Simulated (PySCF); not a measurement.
From computed data to an observable: chemical shift, span and skew from a shielding tensor

Ge(H)3(NCO) (CH₃GeNO), SMILES O=C=[N][GeH3]. Atoms are numbered in the order given.

```xyz
7

Ge     0.0208     1.1192     0.0000
N     -0.1912    -0.6937     0.0000
C     -0.0349    -1.8816     0.0000
O      0.0843    -3.0503     0.0000
H      1.5289     1.4242     0.0000
H     -0.6600     1.6554    -1.2689
H     -0.6600     1.6554     1.2689
```
Charge 0, spin multiplicity 1.

Geometry: B3LYP-D3(BJ)/def2-SVP.

GIAO shieldings from PySCF with HF/pcSseg-1, non-relativistic, no solvent. The symmetric part of the tensor of C3 has the principal values -63.1, -61.6, 279.5 ppm. The same nucleus in TMS has σ = 192.6 ppm at this level (PySCF, at its B3LYP-D3(BJ)/def2-TZVP geometry).

Work out the isotropic shielding, the ¹³C shift against TMS, the span and the skew.


σ(iso) = (σ11 + σ22 + σ33)/3 = 51.6 ppm. δ = σ(ref) − σ(iso) = 192.6 − (51.6) = 141.0 ppm.
Span Ω = σ33 − σ11 = 342.6 ppm. Skew κ = 3(σ(iso) − σ22)/Ω = 0.99, an axial tensor. Tumbling in solution averages the tensor to δ; in a static solid the shielding alone would spread this spin-1/2 line over Ω.
